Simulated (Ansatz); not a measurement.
Consider the redistribution: `B[CH](O)[GeH3]` + `C[SiH2][Se]C=O` → `O=C[Se][GeH3]` + `BC(O)[SiH2]C`.

Computed with Ansatz on PBE0-D4/def2-TZVP structures; ΔE is electronic, products minus reactants. CBS: MP2 limit from def2 TZ/QZ plus the TZ coupled-cluster correction, frozen cores. DFT in def2-TZVPP. B3LYP here is the variant with VWN-RPA as its local correlation; programs differ in this. For Ge, Se outer-core shells are correlated without core-valence functions, which leaves a few kJ/mol of doubt a bond. Scalar relativity is left out up to krypton. One conformer a species, not always the lowest.

CCSD(T)/CBS gives -7.9 kJ/mol.

Task: Another level gave -16.7 kJ/mol. Which?
A. PBE-D4/def2-TZVPP
B. ωB97X-V/def2-TZVPP
C. PBE0/def2-TZVPP
D. B3LYP/def2-TZVPP

Result: B. ωB97X-V -16.7, PBE-D4 0.1, PBE0 -4.3, B3LYP -9.8 kJ/mol.

Largest T1 diagnostic among the species: 0.014.

From PBE to PBE0 (25 % exact exchange), in def2-TZVPP and without D4, ΔE moves by −6.0 kJ/mol. In def2-TZVPP, CCSD(T) changes the Hartree–Fock value by +21.3 kJ/mol (the triples alone add +3.9 kJ/mol) and MP2 by +23.8 kJ/mol.
